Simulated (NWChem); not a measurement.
The numbers come from NWChem runs, not from measurements. System: AgI, charge 0, spin multiplicity 1, at a geometry optimised with PBE0/def2-SVP with def2 effective core potentials on Ag, I. The structure started from a generated list of species. Level: MP2/def2-TZVP with def2 effective core potentials on Ag, I, 8 core orbitals frozen.

Job file:

```
start mol
memory heap 200 mb stack 900 mb global 1100 mb
geometry units angstroms nocenter noautoz
  Ag     0.000000     0.000000    -1.368255
  I      0.000000     0.000000     1.213358
  symmetry group C2v
end
basis spherical
  * library def2-tzvp
end
ecp
  Ag library def2-ecp
  I library def2-ecp
end
scf
  rhf
  nopen 0
  maxiter 100
  thresh 1e-7
  semidirect memsize 60000000 filesize 0
end
mp2
  freeze core 8
end
task mp2 energy
```

Output (cleaned and shortened):

```
             Northwest Computational Chemistry Package (NWChem) 7.3.0
             --------------------------------------------------------

                                NWChem Input Module
                                -------------------

 Scaling coordinates for geometry "geometry" by  1.889725989
 (inverse scale =  0.529177249)

 Turning off AUTOSYM since
 SYMMETRY directive was detected!

                             Geometry "geometry" -> ""
                             -------------------------

 Output coordinates in angstroms (scale by  1.889725989 to convert to a.u.)

  No.       Tag          Charge          X              Y              Z
 ---- ---------------- ---------- -------------- -------------- --------------
    1 Ag                  47.0000     0.00000000     0.00000000    -1.36825500
    2 I                   53.0000     0.00000000     0.00000000     1.21335800

 Effective nuclear repulsion energy (a.u.)     510.6034588679

            Nuclear Dipole moment (a.u.)
            ----------------------------
        X                 Y               Z
 ---------------- ---------------- ----------------
     0.0000000000     0.0000000000    -0.0000207870

      Symmetry information
      --------------------

 Group name             C2v
 Group number             16
 Group order               4
 No. of unique centers     2

      Symmetry unique atoms

     1    2


 Summary of "ao basis" -> "" (spherical)
 ------------------------------------------------------------------------------
       Tag                 Description            Shells   Functions and Types
 ---------------- ------------------------------  ------  ---------------------
 *                         def2-tzvp                  on all atoms

 Summary of "ao basis" -> "ao basis" (spherical)
 ------------------------------------------------------------------------------
       Tag                 Description            Shells   Functions and Types
 ---------------- ------------------------------  ------  ---------------------
 Ag                        def2-tzvp                14       40   6s4p3d1f
[...]
     1   1 0 0      0.000000      0.000000      0.000000
     1   0 1 0     -0.000000      0.000000      0.000000
     1   0 0 1     -2.708647      0.000000      8.195940

     2   2 0 0    -34.907144      0.000000      0.000000
     2   1 1 0      0.000000      0.000000      0.000000
     2   1 0 1      0.000000      0.000000      0.000000
     2   0 2 0    -34.907144      0.000000      0.000000
     2   0 1 1      0.000000      0.000000      0.000000
     2   0 0 2    -28.747748      0.000000    258.460258

                   NWChem MP2 Semi-direct Energy/Gradient Module
                   ---------------------------------------------

  Basis functions       =     90
  Molecular orbitals    =     90
  Frozen core           =      8
  Frozen virtuals       =      0
  Active alpha occupied =     14
  Active beta occupied  =     14
  Active alpha virtual  =     68
  Active beta virtual   =     68
  Use MO symmetry       = T
  Use skeleton AO sym   = T

  AO/Fock/Back tols     =   1.0D-09  1.0D-09  1.0D-09

 GA uses MA = F    GA memory limited = T

 Available:
  local mem=  1.26D+08
 global mem=  1.44D+08
 local disk=  0.00D+00
  mp2_memr nvloc                    68
  nvloc new                    68
   1 passes of  14:        5242880                      64104                  13006445.
   1 passes of  14: M    126140668           G      144163000           F     120897788.

 Semi-direct pass number   1 of   1  for RHF alpha+beta  at        2.1s
  vrange nnbf                  4014
  mp2_eaftype                    49  avail_ma_in_mb                  1099
 EAF : mp2_eaftype filesize          49    6503222.
  mp2_eaf for mointskh                     49
Node 0 wrote     30.6 Mb in      0.0 s     Agg I/O rate:  1824.5 Mb/s
 Done moints_semi at        6.1s
  mp2_eaftype                    49  avail_ma_in_mb                  1050
 EAF : mp2_eaftype filesize          49    6503222.
  mp2_eaf for kh                    49
 Done maket at        6.2s
 Done multipass loop at        6.2s

          -------------------------------------------
          SCF energy                -442.839451906224
          Correlation energy          -0.788909967429
          Singlet pairs               -0.349343975598
          Triplet pairs               -0.439565991831
          Total MP2 energy          -443.628361873653
          -------------------------------------------

          ---------------------------------------------------
                    Spin Component Scaled (SCS) MP2
          Same spin pairs                     -0.293043994554
          Same spin scaling factor             0.333333333333
          Opposite spin pairs                 -0.495865972875
          Opposite spin scaling fact.          1.200000000000
          SCS-MP2 correlation energy          -0.692720498968
          Total SCS-MP2 energy              -443.532172405192
          ---------------------------------------------------

 -----------------------
 Performance information
 -----------------------

 Timer overhead =  2.12D-07 seconds/call

               Nr. of calls         CPU time (s)                 Wall time (s)                GFlops
             ---------------    -------------------     ------------------------------   -------------------
Name         Min   Avg   Max    Min     Avg     Max     Min     Avg     Max   Mx/calls   Min     Max     Sum
mp2: moin     1     1     1    3.9     3.9     3.9      3.9     3.9     3.9     3.9      0.0     0.0     0.0
mp2: make     1     1     1   0.16    0.16    0.16     0.16    0.16    0.16    0.16      0.0     0.0     0.0
mp2: tota     1     1     1    4.2     4.2     4.2      4.2     4.2     4.2     4.2      0.0     0.0     0.0

 The average no. of pstat calls per process was 3.00D+00
 with a timing overhead of 6.35D-07s

 Task  times  cpu:        6.2s     wall:        6.2s

 Total times  cpu:        6.2s     wall:        6.2s
```
